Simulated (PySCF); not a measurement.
Molfile (atoms numbered from 1):
```
C11H8
     RDKit          3D

 19 19  0  0  0  0  0  0  0  0999 V2000
   -4.4101    0.6973   -0.8099 C   0  0  0  0  0  0  0  0  0  0  0  0
   -3.2619    0.1814   -0.3593 C   0  0  0  0  0  0  0  0  0  0  0  0
   -3.1085   -1.0049    0.4866 C   0  0  0  0  0  0  0  0  0  0  0  0
   -1.8030   -1.1995    0.7157 C   0  0  0  0  0  0  0  0  0  0  0  0
   -1.0410   -0.1454    0.0298 C   0  0  0  0  0  0  0  0  0  0  0  0
    0.3489   -0.0541    0.0655 C   0  0  0  0  0  0  0  0  0  0  0  0
    1.5614   -0.0035    0.1188 C   0  0  0  0  0  0  0  0  0  0  0  0
    2.9110    0.0686    0.1638 C   0  0  0  0  0  0  0  0  0  0  0  0
    4.1176    0.1272    0.2042 C   0  0  0  0  0  0  0  0  0  0  0  0
    5.5559    0.2038    0.2518 C   0  0  0  0  0  0  0  0  0  0  0  0
   -1.9181    0.6732   -0.6080 C   0  0  0  0  0  0  0  0  0  0  0  0
   -5.3606    0.2539   -0.5639 H   0  0  0  0  0  0  0  0  0  0  0  0
   -4.4291    1.5738   -1.4362 H   0  0  0  0  0  0  0  0  0  0  0  0
   -3.9333   -1.5954    0.8402 H   0  0  0  0  0  0  0  0  0  0  0  0
   -1.3424   -1.9793    1.2950 H   0  0  0  0  0  0  0  0  0  0  0  0
    5.9353    0.7023   -0.6413 H   0  0  0  0  0  0  0  0  0  0  0  0
    5.8695    0.7683    1.1309 H   0  0  0  0  0  0  0  0  0  0  0  0
    5.9842   -0.7979    0.3065 H   0  0  0  0  0  0  0  0  0  0  0  0
   -1.6856    1.5396   -1.1978 H   0  0  0  0  0  0  0  0  0  0  0  0
  1  2  2  0
  2  3  1  0
  3  4  2  0
  4  5  1  0
  5  6  1  0
  6  7  3  0
  7  8  1  0
  8  9  3  0
  9 10  1  0
  5 11  2  0
 11  2  1  0
  1 12  1  0
  1 13  1  0
  3 14  1  0
  4 15  1  0
 10 16  1  0
 10 17  1  0
 10 18  1  0
 11 19  1  0
M  END
```

PySCF calculation with shieldings: GIAO PBE0/pcSseg-1 and GFN2-xTB geometry; isolated molecule, one averaged value for each set of equivalent atoms, one conformer, no relativistic terms.

Chemical shifts δ = σref − σ; $^{13}$C (σ = 186.93 ppm) and $^{1}$H (σ = 31.72 ppm) vs TMS, all at this level.

```
      atoms   nucleus  count  δ (ppm)
        H19   $^{1}$H      1     6.71
         C8  $^{13}$C      1     72.6
H16/H17/H18   $^{1}$H      3        ?
         C2  $^{13}$C      1    159.8
         C7  $^{13}$C      1     94.0
         C5  $^{13}$C      1    134.7
         C4  $^{13}$C      1    143.1
        C10  $^{13}$C      1        ?
        H14   $^{1}$H      1     6.37
         C9  $^{13}$C      1        ?
         C6  $^{13}$C      1     75.8
         C3  $^{13}$C      1    131.7
        C11  $^{13}$C      1        ?
         C1  $^{13}$C      1    134.0
        H13   $^{1}$H      1     6.18
        H15   $^{1}$H      1        ?
        H12   $^{1}$H      1     6.18
```

Problem. Complete the table.

Solution. 
- C11: 138.7 ppm, alkene CH; the olefinic region
- C9: 93.2 ppm, alkyne carbon; the triple bond shields along its axis, which puts it between sp3 and sp2 carbons
- C10: 6.3 ppm, propargylic methyl carbon; a saturated carbon with 1 carbon neighbour and no heteroatom attached
- H15: 6.65 ppm, hydrogen on an alkene CH; a vinylic proton, deshielded by the sp2 carbon and the C=C anisotropy
- H16/H17/H18: 2.29 ppm, hydrogen on a propargylic methyl carbon

Shifts are as computed. Against solution values, carbons near 30 ppm lie about +3 ppm off and those near 130 ppm about +5 ppm. Of 1211 compounds with measured shifts, 218 miss one by over three times the rms of a fit or turn the order of signals round; such compounds aren't used in these exercises.
